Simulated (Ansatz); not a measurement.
Geometry optimisation, Ansatz, RKS B3LYP/def2-SVP.

The input (input.yaml):

```yaml
crystal:
  periodic: [false, false, false]
  atoms:
    - { symbol: Ge, position_ang: [0.095858, 0.053064, 0.006028] }
    - { symbol: Cl, position_ang: [0.651411, 0.102264, 2.134674] }
    - { symbol: H, position_ang: [1.581671, -0.195556, -0.283871] }
    - { symbol: C, position_ang: [-0.837145, 1.640629, -0.609986] }
    - { symbol: H, position_ang: [-1.907078, 1.401576, -0.689822] }
    - { symbol: H, position_ang: [-0.692904, 2.457137, 0.111109] }
    - { symbol: H, position_ang: [-0.457567, 1.952307, -1.594004] }
    - { symbol: O, position_ang: [-0.98683, -1.314057, -0.335661] }
    - { symbol: H, position_ang: [-0.694916, -2.146465, 0.060233] }
basis:
  gaussian: { orbitals: def2-SVP }
hamiltonian:
  xc: b3lyp
relax:
  f_tol: 0.03
  max_steps: 50
output:
  orbitals: {}
```

Command:

```bash
$ ansatz run input.yaml --threads 2 --pin off --max-ram 3072MiB --backend cpu --events-out ev --progress --plain --runs-dir out
```

Task: Where does it end, and by what steps?

Result: The run converged. The force dipped under the threshold on the way, but the program's further checks kept it going. After 15 steps the energy has fallen by 0.245 eV; H5 moved furthest, 0.54 Å.

```csv
step,energy less start (eV),largest force component (eV/Å),accepted
0,0.0000,0.979,yes
1,-0.2053,0.308,yes
2,-0.1986,0.447,no
3,-0.2308,0.077,yes
4,-0.2327,0.028,yes
5,-0.2338,0.026,yes
6,-0.2351,0.129,yes
7,-0.2363,0.110,yes
8,-0.2386,0.197,yes
9,-0.2404,0.133,yes
10,-0.2416,0.108,yes
11,-0.2434,0.110,yes
12,-0.2441,0.037,yes
13,-0.2444,0.016,yes
14,-0.2446,0.043,yes
15,-0.2447,0.016,yes
```

```xyz
9
Properties=species:S:1:pos:R:3
Ge 0.123 0.057 0.083
Cl 0.166 0.089 2.275
H 1.593 -0.105 -0.359
C -0.801 1.634 -0.570
H -1.837 1.622 -0.201
H -0.299 2.545 -0.213
H -0.810 1.629 -1.671
O -0.851 -1.337 -0.445
H -0.532 -2.183 -0.102
```

Whether the end is a true minimum wasn't checked by a vibrational analysis.

Time of the run: 43 s on 2 threads of Arm Neoverse V2, on a shared host, peak memory 0.23 GiB.
